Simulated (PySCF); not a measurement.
Geometries of 3 isomers of C2H4BF2N, from PBE0-D3(BJ)/def2-SVP geometry optimisation, gas phase in PySCF. One conformer each, no zero-point energy, no frequencies.

Question: Which is lowest in electronic energy at this level?
A.
```xyz
10
angstrom
C      1.769   -0.339   -0.281
N      0.755   -0.623    0.414
C     -0.306    0.334    0.516
B     -1.632   -0.137   -0.182
F     -1.698   -1.181   -0.978
F     -2.742    0.555   -0.003
H      2.579   -1.074   -0.386
H      1.898    0.631   -0.806
H     -0.058    1.339    0.102
H     -0.558    0.501    1.580
```
B.
```xyz
10
angstrom
N     -1.772    0.933   -0.348
C     -0.997    0.107    0.220
C      0.189   -0.464   -0.486
B      1.559   -0.049    0.148
F      1.643    0.426    1.377
F      2.692   -0.189   -0.512
H     -2.511    1.228    0.297
H     -1.129   -0.225    1.269
H      0.165   -1.570   -0.437
H      0.164   -0.189   -1.551
```
C.
```xyz
10
angstrom
C      1.485    0.225    0.043
N      0.359    1.102    0.178
C     -0.842    0.681    0.101
B     -1.417   -0.768   -0.142
F     -2.713   -0.948    0.015
F     -0.713   -1.824   -0.506
H      2.115    0.339    0.940
H      2.102    0.588   -0.795
H      1.259   -0.842   -0.110
H     -1.621    1.454    0.234
```

Answer: B. That is `FB(F)C/C=N/[H]`, 10.3 kcal/mol below the next.

```csv
SMILES,atoms numbered as above,E (Eh),relative (kcal/mol),relative (kJ/mol),dipole (D)
[H]/N=C/CB(F)F,[H]/[N:1]=[CH:2]/[CH2:3][B:4]([F:5])[F:6],-357.37362,0.0,0.0,1.88
C=NCB(F)F,[CH2:1]=[N:2][CH2:3][B:4]([F:5])[F:6],-357.35727,10.3,42.9,2.08
C/N=C\B(F)F,[CH3:1]/[N:2]=[CH:3]\[B:4]([F:5])[F:6],-357.35383,12.4,51.9,0.84
```

As drawn, the lowest has an N–H bond, which the highest lacks.
